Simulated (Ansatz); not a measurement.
C2H4SeSi, SMILES `C#C[Se][SiH3]` at its PBE0-D4/def2-TZVP geometry, where that method's forces vanish. Charge 0, multiplicity 1.

```json
{"atom": "C1", "x (Å)": "0.015", "y (Å)": "1.150", "z (Å)": "2.116"}
{"atom": "C2", "x (Å)": "-0.326", "y (Å)": "0.182", "z (Å)": "1.487"}
{"atom": "Se3", "x (Å)": "-0.861", "y (Å)": "-1.302", "z (Å)": "0.567"}
{"atom": "Si4", "x (Å)": "0.078", "y (Å)": "-0.599", "z (Å)": "-1.405"}
{"atom": "H5", "x (Å)": "0.316", "y (Å)": "2.005", "z (Å)": "2.674"}
{"atom": "H6", "x (Å)": "-0.538", "y (Å)": "0.680", "z (Å)": "-1.829"}
{"atom": "H7", "x (Å)": "1.541", "y (Å)": "-0.437", "z (Å)": "-1.236"}
{"atom": "H8", "x (Å)": "-0.225", "y (Å)": "-1.679", "z (Å)": "-2.375"}
```

**Question.** For each bond, give half the difference of the two atoms' forces along it (eV/Å; positive pushes the atoms apart) under PBE-D4, r2SCAN-D4, B3LYP-D4, ωB97M-V in def2-TZVPP. (Estimate.)

**Answer.** Ansatz gave: 
```csv
bond,length (Å),PBE-D4,r2SCAN-D4,B3LYP-D4,ωB97M-V
C1–C2,1.204,1.01,0.42,-0.10,-0.45
C1–H5,1.065,-0.40,-0.25,-0.10,0.09
C2–Se3,1.826,-0.39,-0.21,0.27,0.49
Se3–Si4,2.294,0.13,0.05,0.21,0.02
Si4–H6,1.481,0.07,-0.02,-0.09,-0.11
Si4–H7,1.481,0.07,-0.02,-0.09,-0.11
Si4–H8,1.484,0.08,-0.03,-0.10,-0.11
```

B3LYP here is the variant with VWN-RPA as its local correlation; programs differ in this.
